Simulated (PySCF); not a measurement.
A geometry optimisation on [Y(H2O)6]3+ (`[OH2]->[Y+3](<-[OH2])(<-[OH2])(<-[OH2])(<-[OH2])<-[OH2]`).

Method: PBE0-D3(BJ)/def2-SVP geometry optimisation, gas phase, def2 core potentials past Kr (PySCF 2.14.0). Start geometry: GFN2-xTB. The input is one job of a driver script: a line of settings, then coordinates in Å.

Input:
```
{"job": {"xc": "PBE0", "basis": "def2-SVP", "d3": "d3bj", "grid": 1, "maxiter": 30, "shake": 0.03, "kind": "geom"}, "charge": 3, "multiplicity": 1}
Y      0.061730    -0.076830     0.012500
O      0.144180     0.149360     2.121380
H      0.082890     0.966360     2.650620
H      0.376840    -0.546580     2.774480
O     -0.167150    -0.184070    -2.159100
H     -0.270990     0.567830    -2.792960
H     -0.130350    -0.981650    -2.673500
O      2.174220     0.180050    -0.178150
H      2.780090     0.289470     0.611370
H      2.667980     0.140530    -0.943210
O     -2.153940    -0.167510     0.189940
H     -2.657940    -0.150490     0.994290
H     -2.869390    -0.237320    -0.582660
O     -0.214820     2.135630    -0.138690
H     -0.989970     2.641500    -0.154560
H      0.549830     2.828390    -0.242090
O      0.168860    -2.094510     0.153020
H     -0.580920    -2.766380     0.292770
H      0.966070    -2.700330     0.149150
```

Q: Give the output.

A: 
```
step   0  E = -495.19932377  max force = 0.117080
step   1  E = -495.25078397  max force = 0.044657
step   2  E = -495.25964403  max force = 0.011164
step   3  E = -495.26067070  max force = 0.005015
step   4  E = -495.26080999  max force = 0.001784
step   5  E = -495.26086684  max force = 0.001057
step   6  E = -495.26092216  max force = 0.002003
step   7  E = -495.26094643  max force = 0.001772
step   8  E = -495.26095060  max force = 0.000712
step   9  E = -495.26094956  max force = 0.000453
step  10  E = -495.26094771  max force = 0.000401
optimisation converged
```

Energies in Eh; «max force» is the largest Cartesian gradient component in Eh/bohr.

Q: How much energy does the optimisation release, in kcal/mol?

A: E(step 0) − E(last step) = 0.061624 Eh, which is 38.7 kcal/mol.

Main results: final energy -495.26095 Eh after 10 steps.

The ion is multiply charged and computed in the gas phase, without counter-ions or solvent.

Hardware: an Arm Neoverse V2 with one thread, no GPU, shared host. Cost: 2.6 min, 0.73 GiB resident at most.
Labels such as C1 count atoms from 1, the log's own numbers from 0.
